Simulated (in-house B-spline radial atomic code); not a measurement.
Configurations of neutral potassium, with energies counted from [Ar] 4s1. Computed with a radial B-spline atomic code at the basis-set limit: Dirac-Hartree-Fock, average of configuration, Fermi nucleus of rms radius 3.4349 fm. Energies include first-order Breit, QED and recoil terms.

Occupations are held fixed; configurations that lie above the ionisation limit could autoionise.

```csv
configuration,E - E(ref) (eV),highest orbital,its <r> (bohr)
[Ar] (3d3/2)1,2.4391,3d3/2,9.556
[Ar] (4f5/2)1,3.1693,4f5/2,18
[Ar] (6f5/2)1,3.6417,6f5/2,47.99
[He] 2s2 (2p1/2)1 (2p3/2)4 3s2 3p6 4s1 (6p3/2)1,302.32,6p3/2,24.75
[He] 2s2 (2p1/2)1 (2p3/2)4 3s2 3p6 4s1 (5f5/2)1,302.58,5f5/2,31.35
```

**Question.** Order these further configurations by energy, lowest first.
A. [Ne] 3s2 (3p1/2)2 (3p3/2)3 (3d3/2)1 4s1
B. [Ar] (6g9/2)1
C. [Ar] (7d3/2)1
D. [He] 2s2 (2p1/2)1 (2p3/2)4 3s2 3p6 4s1 (6f7/2)1
E. [Ar] 6s1

**Answer.** E (3.1099 eV), B (3.6418 eV), C (3.7316 eV), A (20.874 eV), D (302.75 eV).

**Question.** How far above the reference does [He] 2s2 (2p1/2)2 (2p3/2)3 3s2 3p6 4s1 (6g7/2)1 lie?

**Answer.** 299.96 eV; its least bound orbital is 6g7/2 with <r> = 43.99 bohr.
